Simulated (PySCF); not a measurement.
Polarisability and C₆ of I²⁺ (iodine, charge +2)

[Kr] 4d10 5s2 5p3, high-spin 4S determinant. Calculation: PySCF 2.14, in aug-cc-pwCVTZ-PP with ECP28MDF; a scalar-relativistic core potential. Coupled (time-dependent) response in atomic units; α is the mean over directions.

| method | mean α (bohr³) | C₆ (like pair) | S(−4) |
| --- | --- | --- | --- |
| UHF | 14.02 | 98.71 | 39.35 |
| PBE | 13.77 | 96.68 | 36.84 |
| PBE0 | 13.73 | 96.30 | 36.47 |
| HSE06 | 13.80 | 96.90 | 36.88 |

S(−4) is the Cauchy moment in α(ω) = α(0) + S(−4) ω² + …

α(iu) at UHF:

```tsv
u (hartree)	α(iu) (bohr³)
0	14.02
0.0500	13.93
0.100	13.64
0.200	12.64
0.300	11.30
0.500	8.575
0.750	6.025
1.00	4.410
1.50	2.709
2.00	1.892
3.00	1.125
5.00	0.5476
```

A single London oscillator, α(iu) = α/(1 + u²/ω²), gives C₆ = (3/4) ω α². Matching the computed C₆ needs ω = 4 × 98.71 / (3 × 14.02²) = 0.670 hartree.

For an ion, C₆ is the dispersion term alone; charge-induced terms of lower order in 1/R come first.

Energies and moments cover only the electrons outside the core potential.
